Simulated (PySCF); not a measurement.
These are PySCF with PBE-D3(BJ)/def2-TZVP // B3LYP-D3(BJ)/def2-TZVP values and carry that method's errors. All species are isolated molecules in the gas phase. One relaxed conformer stands for a flexible species; it need not be the lowest. Delta-SCF ions had no search for a lower state. Excitations are Tamm–Dancoff values on a coarser integration grid. The basis has no diffuse functions, so Rydberg states are missing or too high.

Reference species (SMILES): `[H]/B=C/O` (B–C–O–H torsion 0°) (neutral, multiplicity 1).

The HOMO–LUMO gap is 1.70 eV and the LUMO is -3.03 eV. The vertical ionisation energy (Delta-SCF) comes out as 8.28 eV. The S1–T1 gap (TDA) is 0.55 eV.

Changed species: `CB=O`.

Question: Predict the effect on the HOMO–LUMO gap, LUMO, vertical ionisation energy (Delta-SCF) and S1–T1 gap (TDA).

Answer: the HOMO–LUMO gap rises by 6.16 eV, to 7.86 eV; the LUMO goes up by 2.69 eV, to -0.34 eV; the vertical ionisation energy (Delta-SCF) rises by 4.13 eV, to 12.41 eV; the S1–T1 gap (TDA) goes up by 0.39 eV, to 0.94 eV.
